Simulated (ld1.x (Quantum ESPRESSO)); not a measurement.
# Reading a pseudo-wave (manganese)

Columns: radius, all-electron u(r) and pseudo u(r) of the 3d shell (level -7.01 eV) of manganese in the configuration [Ne] 3s2 3p6 3d5 4s2 4p0; LDA (PZ), scalar-relativistic, PAW scheme, ld1.x (Quantum ESPRESSO) 7.5.

| r (bohr) | all-electron | pseudo |
| --- | --- | --- |
| 0.123 | 0.0934 | 0.0016 |
| 0.245 | 0.3431 | 0.0124 |
| 0.368 | 0.5912 | 0.0397 |
| 0.490 | 0.7627 | 0.0870 |
| 0.613 | 0.8557 | 0.1545 |
| 0.735 | 0.8863 | 0.2363 |
| 0.858 | 0.8760 | 0.3257 |
| 0.980 | 0.8417 | 0.4115 |
| 1.103 | 0.7940 | 0.4854 |
| 1.225 | 0.7410 | 0.5388 |
| 1.348 | 0.6859 | 0.5682 |
| 1.470 | 0.6322 | 0.5729 |
| 1.593 | 0.5804 | 0.5565 |
| 1.715 | 0.5322 | 0.5253 |
| 1.838 | 0.4869 | 0.4860 |
| 1.960 | 0.4455 | 0.4455 |
| 2.083 | 0.4071 | 0.4071 |
| 2.205 | 0.3722 | 0.3722 |
| 2.328 | 0.3400 | 0.3400 |
| 2.450 | 0.3108 | 0.3108 |
| 2.573 | 0.2839 | 0.2839 |
| 2.695 | 0.2595 | 0.2595 |
| 2.818 | 0.2371 | 0.2371 |
| 2.940 | 0.2168 | 0.2168 |
| 3.063 | 0.1981 | 0.1981 |
| 3.185 | 0.1812 | 0.1812 |

Q: How many radial nodes do the two functions have?

A: The all-electron 3d function has n − l − 1 = 0; the pseudo-wave has 0.

Q: At about which radius was the pseudo-wave matched?

A: 2.10 bohr. The columns agree to 0.0005 from 1.96 bohr on; several derivatives are matched, so the curves merge somewhat inside the radius.

Q: Is the pseudo-wave norm-conserving?

A: No, it belongs to a PAW set: the norm inside the radius is not constrained, and the difference is carried by the augmentation charge.
